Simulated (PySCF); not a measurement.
SMILES C#Cc1cccc(Cl)c1 (GFN2-xTB optimised geometry):

```
14

C     -2.291    -2.351     0.002
C     -1.690    -1.311     0.000
C     -0.987    -0.082     0.000
C     -1.683     1.126     0.000
C     -0.988     2.320     0.000
C      0.398     2.330     0.000
C      1.082     1.124     0.000
Cl     2.813     1.128     0.000
C      0.407    -0.082     0.000
H     -2.813    -3.260     0.001
H     -2.763     1.118     0.000
H     -1.526     3.257     0.000
H      0.943     3.260     0.000
H      0.949    -1.016     0.000
```

Method: PBE0/def2-TZVP run with PySCF 2.14.0.

Problem. What are the frontier orbital energies and the dipole moment?

Solution. HOMO-2 -8.28 eV, HOMO-1 -7.51 eV, HOMO -7.07 eV, LUMO -1.32 eV, LUMO+1 -0.71 eV; dipole moment 1.42 D.

Meta-Löwdin charges at PBE0/def2-TZVP: C1 -0.21, C2 -0.03, C3 0.01, C4 -0.11, C5 -0.11, C6 -0.13, C7 0.02, Cl8 -0.05, C9 -0.12, H10 0.18, H11 0.14, H12 0.13, H13 0.14, H14 0.15.
